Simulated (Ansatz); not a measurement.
Ansatz (a first-principles code) input:

Ansatz 0.2 input:
```yaml
crystal:
  periodic: [false, false, false]
  atoms:
    - {symbol: C, position_ang: [0.08150276, 0.09213400, 0.02084563]}
    - {symbol: C, position_ang: [-0.12280046, -0.93602573, 1.08390136]}
    - {symbol: C, position_ang: [-1.10093207, 0.37287842, -0.84564396]}
    - {symbol: As, position_ang: [1.85300453, 0.32736473, -0.71238118]}
    - {symbol: H, position_ang: [-0.33157392, -1.92457136, 0.65625108]}
    - {symbol: H, position_ang: [-0.97923112, -0.67726290, 1.70996739]}
    - {symbol: H, position_ang: [0.76235564, -1.02127821, 1.71715433]}
    - {symbol: H, position_ang: [-1.40283139, -0.51187894, -1.41990156]}
    - {symbol: H, position_ang: [-0.88362119, 1.17706255, -1.55102623]}
    - {symbol: H, position_ang: [-1.96199209, 0.66139481, -0.23861850]}
    - {symbol: H, position_ang: [1.64117294, 1.77809322, -1.05273662]}
    - {symbol: H, position_ang: [2.47249561, 0.69711308, 0.60938879]}
basis:
  gaussian:
    orbitals: def2-TZVP
hamiltonian:
  xc: b3lyp
  dispersion: d3bj
magnetization: {spin_polarized: true, initial_magnetization: 1}
relax: {f_tol: 0.002, max_steps: 150}
```

Task: Which total energy does the run end on?

Result: -2355.05403 Eh (B3LYP-D3(BJ)/def2-TZVP). The basis has 189 functions.

It need not be the lowest isomer of its formula.
